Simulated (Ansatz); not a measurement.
Ansatz results at the PBE0-D4/def2-TZVP geometry: size of the dipole moment (ωB97M-V/def2-TZVPP) 1.13 D; HOMO–LUMO gap (PBE0/def2-TZVPP) 7.13 eV; LUMO energy (ωB97M-V/def2-TZVPP) 0.90 eV.

Each molecule was computed in one conformer, which needn't be the lowest.

Which molecule gave them?
A. `F[SiH2]C[SiH2]Cl`
B. `FC([SiH3])([SiH3])Cl`
C. `C[SiH](Cl)[SiH2]F`
D. `FC[SiH]([SiH3])Cl`

C. The others give `F[SiH2]C[SiH2]Cl`: 0.61, 8.33, 1.21; `FC[SiH]([SiH3])Cl`: 0.19, 7.52, 1.21; `FC([SiH3])([SiH3])Cl`: 1.61, 7.52, 1.40.
